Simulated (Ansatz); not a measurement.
System: CH$_{3}$BFO, charge 0, multiplicity 2. It need not be the lowest isomer of its formula. 
Geometry from a B3LYP-D3(BJ)/def2-TZVP (Ansatz, a first-principles code) optimisation:
SMILES: F[B]OC
```xyz
7

B      0.8706     0.0741    -0.5469
F      1.3337     0.5754     0.5946
O     -0.3754    -0.3452    -0.7356
C     -1.3966    -0.3106     0.2827
H     -1.0102     0.1009     1.2143
H     -2.2165     0.3038    -0.0847
H     -1.7469    -1.3288     0.4416
```
Charge 0, spin multiplicity 2.

Parts of the frozen-core correlation energy in cc-pwCVTZ (Ansatz, hartree). Frozen orbitals: 4; correlated occupied orbitals by spin: 12 and 11; virtual: 198 and 199. UHF or UKS for open shells. No spin-orbit coupling. No relativistic terms.

| term | value |
|---|---|
| reference (HF) | -238.73415 |
| MP2 opposite-spin | -0.55939 |
| MP2 same-spin | -0.18705 |
| CCSD correlation | -0.76207 |
| (T) | -0.02749 |
| T1 diagnostic | 0.014 |
| largest doubles amplitude | 0.019 |
| <S^2> of the reference | 0.753 |
